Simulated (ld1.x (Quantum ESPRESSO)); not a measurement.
## W, PAW: configuration errors across variants

- Element: tungsten
- Generator: ld1.x (Quantum ESPRESSO) 7.5
- Type: PAW
- Functional: PBE
- Relativity: fully relativistic
- Frozen core: [Xe] 4f14
- Valence charge: 6
- Reference configuration: 5d3 6s0 6p0 (charge +3)
- Partial waves: 6s (bound, empty): rcut 1.85, rcutus 2.45 bohr; 6s channel at -0.5 Ry: rcut 1.85, rcutus 2.45 bohr; 6p (bound, empty): rcut 1.90, rcutus 2.35 bohr; 6p channel at 0.7 Ry: rcut 1.90, rcutus 2.35 bohr; 5d (bound): rcut 1.70, rcutus 2.05 bohr; 5d channel at -1.35 Ry: rcut 1.70, rcutus 2.05 bohr
- Local potential: all-electron potential smoothed inside 1.85 bohr (lloc = -1)
- Core correction: a·sin(br)/r model core inside 1.70 bohr
- Augmentation charge: BESSEL, radius 1.25 bohr

Open shells are filled in proportion to 2j + 1 (rel_dist='average').

All-electron excitation energies from the reference (eV): (1) 5d4 6s2 6p0 -49.942; (2) 5d4 6s1 6p0 -41.053; (3) 5d4 6s0 6p0 -25.371; (4) 5d5 6s1 6p0 -48.408; (5) 5d2 6s0 6p0 37.186.

Tests that are not counted but printed errors over 1 eV. “base”: 5d4 6s1 6p1 (solver errors, printed error -2.4 eV); 5d4 6s0 6p1 (solver errors, printed error -2.8 eV). “waves 6p (bound): rcut 1.48, rcutus 1.56 bohr; 6p channel at 0.7 Ry: rcut 1.48, rcutus 1.56 bohr”: 5d4 6s1 6p1 (solver errors, printed error -2.4 eV); 5d4 6s0 6p1 (solver errors, printed error -2.8 eV). “waves 6p (bound): rcut 1.86, rcutus 1.98 bohr; 6p channel at 0.7 Ry: rcut 1.86, rcutus 1.98 bohr”: 5d4 6s1 6p1 (solver errors, printed error -2.4 eV). “waves 6p (bound): rcut 1.90, rcutus 2.16 bohr; 6p channel at 0.7 Ry: rcut 1.90, rcutus 2.16 bohr”: 5d4 6s1 6p1 (solver errors, printed error -2.4 eV); 5d4 6s0 6p1 (solver errors, printed error -2.8 eV). “waves 6p (bound): rcut 1.90, rcutus 2.52 bohr; 6p channel at 0.7 Ry: rcut 1.90, rcutus 2.52 bohr”: 5d4 6s1 6p1 (solver errors, printed error -1.1 eV); 5d4 6s0 6p1 (solver errors, printed error -1.3 eV).

Errors AE − PS in meV (a dash: test not solved or not reliable):

```csv
change,(1),(2),(3),(4),(5),bound ghosts
base,-91,-122,-118,-259,-207,not determined
"waves 6p (bound): rcut 1.48, rcutus 1.56 bohr; 6p channel at 0.7 Ry: rcut 1.48, rcutus 1.56 bohr",-91,-122,-118,-259,-207,not determined
"waves 6p (bound): rcut 1.86, rcutus 1.98 bohr; 6p channel at 0.7 Ry: rcut 1.86, rcutus 1.98 bohr",-91,-122,-118,-259,–,not determined
"waves 6p (bound): rcut 1.90, rcutus 2.16 bohr; 6p channel at 0.7 Ry: rcut 1.90, rcutus 2.16 bohr",-91,-122,-118,-259,-207,not determined
"waves 6p (bound): rcut 1.90, rcutus 2.52 bohr; 6p channel at 0.7 Ry: rcut 1.90, rcutus 2.52 bohr",-91,-122,-118,-259,-207,not determined
"waves 6p (bound): rcut 1.90, rcutus 2.80 bohr; 6p channel at 0.7 Ry: rcut 1.90, rcutus 2.80 bohr",-91,-122,-118,-259,-207,not determined
"waves 6p (bound): rcut 1.90, rcutus 3.12 bohr; 6p channel at 0.7 Ry: rcut 1.90, rcutus 3.12 bohr",-91,-122,-118,-259,-207,not determined
```

Give the same row for: waves 6p (bound): rcut 1.90, rcutus 3.46 bohr; 6p channel at 0.7 Ry: rcut 1.90, rcutus 3.46 bohr.

-91, -122, -118, –, –; bound ghosts: not determined.
